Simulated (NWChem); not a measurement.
System: CdSiH$_{3}$Cl; SMILES [SiH3][Cd][Cl]

Results from NWChem. Medium grid unless said otherwise, to which SCAN and Minnesota functionals are sensitive. All runs use the structure optimised with PBE0/def2-SVP. def2 effective core potentials on Cd; no spin-orbit coupling.

### Question
What does the run give for r2SCAN/def2-SVP? Quantities: highest occupied level (eV); orbital gap (eV); dipole (D).

### Answer
```json
{
 "highest occupied level (eV)": "-7.20",
 "orbital gap (eV)": "5.70",
 "dipole (D)": "2.59"
}
```
